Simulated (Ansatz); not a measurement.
[Cu(OH)2]- (CuO2H2⁻), relaxed as a singlet with RKS r2SCAN-D4/def2-TZVPD in Ansatz, starting from the GFN2-xTB geometry. Force threshold 0.02 eV/Å.

The restricted singlet is unstable towards broken spin symmetry in Hartree–Fock (as tested in another run); at r2SCAN-D4/def2-TZVPD this wasn't settled. The highest occupied level of the charge -1 singlet lies above zero (up to 0.58 eV). By energy differences its removal costs 2.75 eV (vertical, to the charge 0 doublet, at r2SCAN-D4/def2-TZVPD), and other spins of that charge weren't run; a positive level beside a positive removal energy at the same level points to self-interaction error. The relaxation made no stability test and no search for a lower SCF solution.

Start:

```csv
atom,x (Å),y (Å),z (Å)
Cu1,-0.001,0.000,-0.002
O2,1.080,0.624,-1.249
H3,1.855,0.058,-1.187
O4,-1.082,-0.627,1.245
H5,-1.852,-0.055,1.192
```

Estimate the energy that the relaxation releases and the steps that it takes.

0.09 eV, in 15 steps; 16 s on 4 threads of Arm Neoverse V2 on a shared host. The force fell under the threshold at step 13, but the optimiser went on. No frequencies were taken in this run, so the end may be a saddle point.

Does the start keep its bonding and symmetry?

By distances, no bond broke or formed. The bond that changes most is Cu1–O2, from 1.76 to 1.82 Å (atoms count from 1). Point group C2h at the start, C2 at the end, both within 0.05 Å.

Predict the relaxed structure.


```xyz
5

Cu   -0.0856   -0.1302   -0.1395
O     1.1048    0.3592   -1.4274
H     1.9719    0.3929   -1.0047
O    -1.3312   -0.7036    1.0583
H    -1.6600    0.0817    1.5132
```
Bond lengths: 2 × Cu–O 1.82 Å; 2 × H–O 0.97 Å.
